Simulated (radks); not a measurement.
Problem. Numerical settings for the lanthanum ion La3+, [Xe]. Method: scalar-relativistic Kohn-Sham, PBE, spin-polarised, spherical densities, finite nucleus; Fermi nuclear charge, rms radius 4.855 fm; computed with a radial shooting solver on a logarithmic mesh with Libxc functionals. The defaults (mesh step 0.008 in ln r, mesh end at 40 bohr or more with all orbitals vanishing there, Anderson mixing 0.5 over 9 steps, residual threshold near 1e-9 with the energy settled to 1e-9 hartree or 1e-11 of itself, here a cap of 90 iterations) give E = -8491.5960 hartree and 5p at -44.744 eV in 14 iterations. Run on one thread of a shared host, so times are rough (Arm Neoverse N1): 0.27 s of CPU time, 0.27 s wall, 14 iterations on 2213 mesh points. One setting is changed at a time: mesh step in ln r 0.12; mesh step in ln r 0.02; mesh step in ln r 0.03; mesh end (bohr) 3; mesh end (bohr) 12; residual threshold 0.01; residual threshold 0.001; mixing 0.05; linear mixing, mixing 0.5; linear mixing, mixing 0.05; mixing history 20; iteration cap 5. Which runs fail to converge, and which converge to a wrong energy?

Solution. Not converged within the cap: mesh step in ln r 0.12; linear mixing, mixing 0.05; iteration cap 5. Settings that end as converged yet miss the energy by more than 1 mhartree: mesh end (bohr) 3 (+0.786 hartree).
